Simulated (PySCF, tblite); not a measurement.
Isomers of C4H8ClFSi. Computed with GFN2-xTB (tblite): harmonic, unscaled wavenumbers at the GFN2-xTB geometry, gas phase. Against measured fundamentals such values can be off by several per cent, at times by over 20. Modes of hydrogen on silicon can be 10 to 20 % off. One conformer each.

Electronic energies: PBE0/pcSseg-1 single points on the GFN2-xTB geometries (PySCF, gas phase).

```json
{"SMILES": "C=C(C)[SiH2][C@H](F)Cl", "electronic energy, lowest = 0 (kcal/mol)": "94.7"}
{"SMILES": "C=C(C)[Si@](C)(F)Cl", "electronic energy, lowest = 0 (kcal/mol)": "0.0"}
{"SMILES": "C[Si@](F)(Cl)C1CC1", "electronic energy, lowest = 0 (kcal/mol)": "3.5"}
```

Question: How do GFN2-xTB zero-point energies change the relative energies?

Answer: 
```
                SMILES  ZPE (kcal/mol)  of it from modes above 1550 cm⁻¹  electronic (kcal/mol)  with ZPE, lowest = 0 (kcal/mol)  lowest mode (cm⁻¹)  rings
   C=C(C)[Si@](C)(F)Cl            69.4                              37.3                    0.0                              0.0                  29      0
    C[Si@](F)(Cl)C1CC1            70.5                              35.1                    3.5                              4.7                 12i      1
C=C(C)[SiH2][C@H](F)Cl            66.0                              34.9                   94.7                             91.3                  38      0
```

The zero-point energies span 4.5 kcal/mol, from `C=C(C)[SiH2][C@H](F)Cl` to `C[Si@](F)(Cl)C1CC1`. Slightly imaginary modes are left out of the zero-point energy: `C[Si@](F)(Cl)C1CC1` 11.5i cm⁻¹. The order is unchanged.

Question: And how do the electronic energies of GFN2-xTB itself compare?

Answer: `C=C(C)[Si@](C)(F)Cl` 3.9; `C[Si@](F)(Cl)C1CC1` 0.0; `C=C(C)[SiH2][C@H](F)Cl` 72.9 kcal/mol, lowest = 0. Against the energies above, taken from the same isomer `C=C(C)[Si@](C)(F)Cl`, the largest difference is 25.7 kcal/mol.
